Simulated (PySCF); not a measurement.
A GIAO shielding run with PySCF 2.14 (density fitting, non-relativistic, gas phase) on SMILES F[C@@H]1CC=C1[SiH2]S[SiH3], C4H9FSSi2:

```
$ OMP_NUM_THREADS=1 python probes_run.py task.json out

{"job": {"kind": "nmr", "xc": "PBE0", "basis": "pcSseg-1"}, "charge": 0, "multiplicity": 1}
F     -2.385346    -2.055170     0.457203
C     -2.074057    -0.833650     1.001914
C     -3.013490     0.328444     0.602608
C     -1.777547     0.963225     0.033945
C     -0.966407    -0.065197     0.315008
Si     0.810317    -0.524720     0.006975
S      1.704028     1.272834    -0.766893
Si     3.724479     0.677196    -1.158464
H     -1.945617    -0.994422     2.076111
H     -3.503075     0.849547     1.424491
H     -3.755151     0.036783    -0.139028
H     -1.613786     1.920452    -0.424335
H      1.482626    -0.886893     1.254408
H      0.944795    -1.586423    -0.985822
H      3.707440    -0.406426    -2.132872
H      4.335410     1.890567    -1.668419
H      4.318384     0.224252     0.093259
```

Hardware: 1 thread of an Arm Neoverse V2, shared host. The job also computes population analyses, field gradients, ring-centre shieldings.

Task: How large is the calculation?

Result: 86 electrons, 202 basis functions and 1118 auxiliary functions.

Task: How long does it take, and how much memory does it need?

Result: 42 s of wall time, with 13 SCF cycles and 5 response iterations; peak memory 1 GiB. Times on a shared host scatter by some tens of per cent.
